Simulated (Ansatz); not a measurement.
`[NH2][Sn][Cl]` and `[OH][Sn][Cl]` differ in one atom or group.

Ansatz, PBE0-D4/def2-TZVP geometries, multiplicity 1. Each molecule was computed in one conformer, which needn't be the lowest.

Elements past krypton have def2 core potentials. Outer-core shells of Sn are correlated without core-valence functions. Spin–orbit coupling is left out.

```json
{"property": "LUMO energy (PBE/def2-TZVPP) / eV", "`[NH2][Sn][Cl]`": "-2.74"}
{"property": "HOMO–LUMO gap (B3LYP/def2-TZVPP) / eV", "`[NH2][Sn][Cl]`": "5.04"}
{"property": "vertical ionisation energy (CCSD(T)/def2-TZVPP) / eV", "`[NH2][Sn][Cl]`": "9.71"}
{"property": "HOMO energy (PBE/def2-TZVPP) / eV", "`[NH2][Sn][Cl]`": "-6.34"}
{"property": "HOMO–LUMO gap (PBE/def2-TZVPP) / eV", "`[NH2][Sn][Cl]`": "3.60"}
{"property": "size of the dipole moment (PBE/def2-TZVPP) / D", "`[NH2][Sn][Cl]`": "3.08"}
```

Problem. Give the same properties after the change, and the shifts. (An estimate is asked.)

Solution. The calculation gave: 
| property | `[OH][Sn][Cl]` | shift |
| --- | --- | --- |
| LUMO energy (PBE/def2-TZVPP) / eV | -3.17 | -0.43 |
| HOMO–LUMO gap (B3LYP/def2-TZVPP) / eV | 4.70 | -0.34 |
| vertical ionisation energy (CCSD(T)/def2-TZVPP) / eV | 9.86 | 0.15 |
| HOMO energy (PBE/def2-TZVPP) / eV | -6.49 | -0.15 |
| HOMO–LUMO gap (PBE/def2-TZVPP) / eV | 3.32 | -0.28 |
| size of the dipole moment (PBE/def2-TZVPP) / D | 3.83 | 0.75 |

With PBE0 the HOMO falls by 0.12 eV and the LUMO falls by 0.43 eV, so the gap narrows by about 0.31 eV. PBE moves the HOMO by -0.15 eV and ωB97M-V by -0.13 eV. The zero-point energy changes by -31.5 kJ/mol with -3 modes. Dipoles are sizes alone; their direction can turn.

B3LYP here is the variant with VWN-RPA as its local correlation; programs differ in this.
